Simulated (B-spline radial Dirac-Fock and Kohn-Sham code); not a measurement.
# Dipole and non-dipole photoemission parameters of Ir²⁺ 3s

System: the Ir²⁺ ion, [Xe] 4f14 5d7; threshold 3170.7 eV (orbital energy of the model). These are calculated numbers from an atomic code on a B-spline grid; the model is Dirac-Hartree-Slater photoionisation with a Latter tail; cross sections with all multipoles, angular parameters from the dipole term and its interference with E2.

For linearly polarised light dσ/dΩ = σ/(4π) [1 + β P₂(cos θ) + (δ + γ cos²θ) sin θ cos φ], with θ from the polarisation vector and φ the angle between the beam and the projection of the electron momentum on the plane normal to the polarisation.

```csv
hν (eV),σ (kb),β,γ
3540,21.3,1.895,1.229
3560,?,?,?
4000,18.0,1.905,0.904
4430,15.5,1.912,0.695
8860,4.91,1.938,-0.106
8950,4.82,1.938,-0.111
9251.7,4.54,1.939,-0.126
15000,1.82,1.945,-0.102
```

Question: Give the values at 3560 eV.

Answer: σ = 21.1 kb, β = 1.895, γ = 1.211. For an s subshell δ is negligible.
